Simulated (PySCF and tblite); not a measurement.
Results of a calculation; reference values are marked as such.
2 diastereomers of C₉H₁₄S, numbered alike:

```
isomer                                                                     SMILES  descriptors (one enantiomer)
     A   [CH:1]#[C:2][C@:3]1([CH3:4])[CH2:5][CH2:6][C@H:7]([S:8][CH3:9])[CH2:10]1                        3R, 7S
     B  [CH:1]#[C:2][C@@:3]1([CH3:4])[CH2:5][CH2:6][C@H:7]([S:8][CH3:9])[CH2:10]1                        3S, 7S
```

Each isomer is a Boltzmann average at 298.15 K over at most 3 conformers: GFN2-xTB geometries, energies PBE0/pcSseg-1 (IEF-PCM, methanol) (D3(BJ) added where defined), GIAO shieldings PBE0/pcSseg-1 (IEF-PCM, methanol), GFN2-xTB thermal terms. Programs: PySCF with density fitting and tblite.

Task: What shifts does each isomer give (ppm; of two unlike H on one atom, a is the less shielded)?

Result: 
A: ¹H (against TMS): 3.12 (H7, 1H), 2.40 (H10a, 1H), 2.27 (H6a, 1H), 2.26 (H9, 3H), 2.07 (H5a, 1H), 1.99 (H1, 1H), 1.92 (H10b, 1H), 1.92 (H6b, 1H), 1.74 (H5b, 1H), 1.44 (H4, 3H). ¹³C (against TMS): 102.5 (C2), 75.3 (C1), 52.6 (C7), 52.4 (C10), 46.9 (C5), 39.5 (C6), 38.6 (C3), 31.5 (C4), 20.3 (C9).

B: ¹H (against TMS): 3.28 (H7, 1H), 2.66 (H10a, 1H), 2.63 (H6a, 1H), 2.17 (H9, 3H), 1.92 (H1, 1H), 1.90 (H6b, 1H), 1.88 (H5a, 1H), 1.85 (H5b, 1H), 1.80 (H10b, 1H), 1.47 (H4, 3H). ¹³C (against TMS): 101.5 (C2), 75.0 (C1), 52.2 (C7), 51.9 (C10), 45.5 (C5), 39.9 (C3), 37.9 (C6), 30.7 (C4), 18.0 (C9).

The conformer set may be incomplete (the search or the number kept was capped). Shifts are unscaled: against experiment ¹³C can be off by 15 ppm or more and ¹H by 0.8 ppm.
